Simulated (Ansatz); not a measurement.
Program: Ansatz. Geometries: PBE0-D4/def2-TZVP. ΔE: electronic, gas phase. CCSD(T)/CBS is the MP2 limit (def2-TZVPP, def2-QZVPP) plus CCSD(T) − MP2 in def2-TZVPP, frozen cores. This one scheme is used for every species. Functionals use def2-TZVPP. B3LYP here is the variant with VWN-RPA as its local correlation; programs differ in this. HSE06 is defined as in plane-wave codes. One conformer a species, not always the lowest.

`CN[SiH2]Cl` + HCl → dichlorosilane + CH₃NH₂  (ligand exchange at the Si–N bond)

`CN[SiH2]Cl`:

Cartesian coordinates in Å:
```
C 1.284 0.496 -0.315
N -0.093 0.665 0.108
Si -1.245 -0.580 0.094
Cl -0.919 -2.082 1.489
H 1.947 0.174 0.496
H 1.678 1.425 -0.736
H 1.332 -0.262 -1.100
H -0.223 1.416 0.768
H -2.563 0.009 0.414
H -1.198 -1.261 -1.218
```

HCl:

Cartesian coordinates in Å:
```
Cl -0.174 -0.613 0.055
H 0.174 0.613 -0.055
```

`Cl[SiH2]Cl`:

```xyz
5

Cl    0.728    1.179    1.391
Si   -0.084    0.049   -0.101
Cl    0.501   -1.896    0.093
H     0.408    0.559   -1.395
H    -1.554    0.109    0.013
```

CH₃NH₂:

Cartesian coordinates in Å:
```
C 0.053 0.561 -0.072
N -0.399 -0.814 0.057
H 1.134 0.716 0.065
H -0.468 1.184 0.658
H -0.214 0.939 -1.062
H -0.171 -1.180 0.972
H 0.065 -1.407 -0.618
```

```
             level  ΔE (kJ/mol)  difference from CCSD(T)/CBS
       LDA (SPW92)        -22.5                          6.1
            PBE-D4        -30.7                         -2.1
         revPBE-D4        -29.4                         -0.8
           BLYP-D4        -26.0                          2.6
         r2SCAN-D4        -31.2                         -2.6
            B97M-V        -33.1                         -4.5
           PBE0-D4        -31.0                         -2.4
          B3LYP-D4        -26.8                          1.8
        r2SCANh-D4        -31.2                         -2.6
        r2SCAN0-D4        -31.1                         -2.5
          HSE06-D4        -31.3                         -2.7
          BHLYP-D4        -28.0                          0.6
      CAM-B3LYP-D4        -24.7                          3.9
           ωB97X-V        -29.6                         -1.0
           ωB97M-V        -29.4                         -0.8
            B2PLYP        -29.9                         -1.3
          PBE-QIDH        -31.1                         -2.5
               PBE        -34.0                         -5.4
              BLYP        -32.5                         -3.9
            r2SCAN        -32.4                         -3.8
              PBE0        -34.0                         -5.4
             B3LYP        -31.7                         -3.1
           r2SCANh        -32.5                         -3.9
           r2SCAN0        -32.5                         -3.9
             HSE06        -34.1                         -5.5
         CAM-B3LYP        -27.7                          0.9
RPA@PBE/def2-TZVPP        -24.7                          3.9
       HF/def2-SVP        -31.5                         -2.9
      MP2/def2-SVP        -24.2                          4.4
     CCSD/def2-SVP        -24.8                          3.8
     HF/def2-TZVPP        -33.7                         -5.1
SCS-MP2/def2-TZVPP        -27.4                          1.2
   CCSD/def2-TZVPP        -25.9                          2.7
CCSD(T)/def2-TZVPP        -25.4                          3.2
     HF/def2-QZVPP        -33.4                         -4.8
    MP2/def2-QZVPP        -29.0                         -0.4
SCS-MP2/def2-QZVPP        -29.0                         -0.4
      HF/CBS(def2)        -33.3                         -4.7
     MP2/CBS(def2)        -30.5                         -1.9
    CCSD/CBS(def2)        -29.1                         -0.5
       CCSD(T)/CBS        -28.6                            0
```

**Question.** What do rigid-rotor, harmonic-oscillator terms from PBE0-D4/def2-TZVP frequencies (298.15 K, 1 bar) make of the CCSD(T)/CBS value? (Estimate.)

**Answer.** The calculation gave: ΔZPE = +10.7 kJ/mol, ΔH = -20.4 kJ/mol, ΔS = 10 J/(mol·K), ΔG = -23.5 kJ/mol.

Largest T1 diagnostic among the species: 0.010.

Leaving LDA and LC-ωPBE aside and taking each functional with its dispersion term where it has one, the values spread over 8.4 kJ/mol, from B97M-V to CAM-B3LYP-D4. LDA lies +11.5 kJ/mol from PBE without D4. At CCSD(T), def2-SVP lies +4.5 kJ/mol from the extrapolated value and def2-TZVPP +3.1 kJ/mol.
